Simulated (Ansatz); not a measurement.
Consider the cleavage of the Al–Si bond: `[AlH2][SiH2]P` + `[SiH3]N[SiH3]` → `[AlH2][N]([SiH3])[SiH3]` + `[SiH3]P`.

Gas-phase electronic energies from Ansatz, PBE0-D4/def2-TZVP geometries. CCSD(T)/CBS is the MP2 limit (def2-TZVPP, def2-QZVPP) plus CCSD(T) − MP2 in def2-TZVPP, frozen cores. This one scheme is used for every species. DFT in def2-TZVPP. Each species was taken in one conformer, which may not be the lowest.

`[AlH2][SiH2]P`:

Z-matrix (Å, degrees):
```
Si
P 1 2.268
Al 1 2.455 2 109.4
H 1 1.494 2 105.2 3 -117.5
H 1 1.491 2 112.2 3 126.6
H 2 1.421 1 95.3 3 -162.8
H 2 1.422 1 94.4 3 -69.1
H 3 1.589 1 121.4 2 128.5
H 3 1.588 1 119.3 2 -51.0
```

`[SiH3]N[SiH3]`:

```xyz
10

Si   -0.511    0.719    1.288
N     0.401    0.465   -0.155
Si    0.376   -0.885   -1.230
H    -1.186   -0.560    1.617
H    -1.542    1.784    1.133
H     0.376    1.127    2.412
H     0.989    1.236   -0.439
H    -0.414   -1.957   -0.577
H     1.756   -1.370   -1.506
H    -0.245   -0.558   -2.544
```

`[AlH2][N]([SiH3])[SiH3]`:

Z-matrix (Å, degrees):
```
Si
N 1 1.738
H 1 1.489 2 110.8
H 1 1.489 2 110.8 3 -119.4
H 1 1.485 2 109.2 3 120.3
Si 2 1.738 1 117.8 3 60.0
Al 2 1.796 1 121.1 3 -120.1
H 6 1.485 2 109.2 1 -179.7
H 6 1.489 2 110.8 1 -59.4
H 6 1.489 2 110.8 1 60.0
H 7 1.580 2 117.9 1 -179.8
H 7 1.580 2 117.9 1 0.2
```

`[SiH3]P`:

Cartesian coordinates in Å:
```
Si 0.132 -0.808 -0.022
P 0.481 1.417 -0.128
H 1.036 -1.365 1.018
H 0.493 -1.393 -1.339
H -1.269 -1.184 0.305
H -0.202 1.677 1.091
H -0.672 1.655 -0.925
```

```json
{"level": "LDA (SPW92)", "ΔE (kcal/mol)": "-22.2", "difference from CCSD(T)/CBS": "2.7"}
{"level": "revPBE-D4", "ΔE (kcal/mol)": "-21.3", "difference from CCSD(T)/CBS": "3.6"}
{"level": "PBE-QIDH", "ΔE (kcal/mol)": "-23.8", "difference from CCSD(T)/CBS": "1.1"}
{"level": "r2SCAN", "ΔE (kcal/mol)": "-24.0", "difference from CCSD(T)/CBS": "0.9"}
{"level": "r2SCANh", "ΔE (kcal/mol)": "-23.9", "difference from CCSD(T)/CBS": "1.0"}
{"level": "BHLYP", "ΔE (kcal/mol)": "-24.1", "difference from CCSD(T)/CBS": "0.8"}
{"level": "MP2/def2-SVP", "ΔE (kcal/mol)": "-27.6", "difference from CCSD(T)/CBS": "-2.7"}
{"level": "SCS-MP2/def2-TZVPP", "ΔE (kcal/mol)": "-27.0", "difference from CCSD(T)/CBS": "-2.1"}
{"level": "SCS-MP2/def2-QZVPP", "ΔE (kcal/mol)": "-26.9", "difference from CCSD(T)/CBS": "-2.0"}
{"level": "MP2/CBS(def2)", "ΔE (kcal/mol)": "-27.0", "difference from CCSD(T)/CBS": "-2.1"}
{"level": "CCSD(T)/CBS", "ΔE (kcal/mol)": "-24.9", "difference from CCSD(T)/CBS": "0"}
```

Largest T1 diagnostic among the species: 0.014.

In def2-TZVPP, CCSD(T) changes the Hartree–Fock value by −0.8 kcal/mol (the triples alone add −0.3 kcal/mol) and MP2 by −2.9 kcal/mol. At CCSD(T), def2-SVP lies −1.2 kcal/mol from the extrapolated value and def2-TZVPP −0.3 kcal/mol.
